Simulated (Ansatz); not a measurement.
Abridged output of a molecular run in Ansatz:

```
Functional definition: HF
1019 factors; integrals over basis functions are off by at most 1.2e-3 eV
mean field evaluation 1: about -18908.0677 eV, gradient 2.9e1 eV
mean field evaluation 2: about -18908.0698 eV, gradient 2.9e1 eV
mean field evaluation 4: about -18910.5461 eV, gradient 3.6e0 eV
mean field evaluation 8: about -18910.5927 eV, gradient 1.4e-4 eV
mean field -18910.59273069 eV, -694.9514647925 hartree, gradient 1.5e-6 eV, S^2 0.000000; 0 other end points of the search recorded, 0 dependent functions left out
12 core orbitals not correlated: weight in the atoms' cores, before any rotation towards them, 1.000 or more for the frozen orbitals, at most 0.000 for the correlated occupied ones
reference -18910.59273069 eV, -694.9514647925 hartree; 13, 13 occupied and 79, 79 virtual orbitals, 1019 factors
second order -14.57446180 eV of doubles, -0.00000000 eV of singles
cycle   1  -15.65611394 eV  change    -1.1e0 eV  update   9.3e-2
cycle   2  -16.17062053 eV  change   -5.1e-1 eV  update   2.8e-2
cycle   3  -16.25004923 eV  change   -7.9e-2 eV  update   1.2e-2
cycle   4  -16.24671868 eV  change    3.3e-3 eV  update   3.2e-3
cycle   5  -16.24608697 eV  change    6.3e-4 eV  update   1.2e-3
cycle   6  -16.24601543 eV  change    7.2e-5 eV  update   3.5e-4
cycle   7  -16.24582894 eV  change    1.9e-4 eV  update   1.3e-4
cycle   8  -16.24580784 eV  change    2.1e-5 eV  update   4.6e-5
cycle   9  -16.24582261 eV  change   -1.5e-5 eV  update   1.7e-5
perturbative correction -0.41434440 eV, -0.0152268758 hartree
Total energy: -18927.25289769 eV, -695.5637146373 hartree
```

Its atoms:

```xyz
12

O     0.969    0.799    1.270
C    -0.137    0.379    0.463
Si   -0.376   -1.470    0.762
Si    0.146    0.790   -1.360
H     1.129    1.735    1.115
H    -1.072    0.869    0.783
H     0.834   -2.219    0.336
H    -1.541   -1.918   -0.047
H    -0.643   -1.735    2.199
H     0.551    2.224   -1.444
H    -1.098    0.587   -2.148
H     1.238   -0.041   -1.928
```

Task: Which basis set was used?
A. def2-TZVPP
B. def2-TZVPPD
C. def2-QZVPP
D. def2-SVP

Result: D. It gives 104 functions.

Task: Write the keys of the input that set method, charge and spin (a neutral closed shell needs none for the last two).

Result: 
```yaml
correlation: {method: ccsd_t}
```
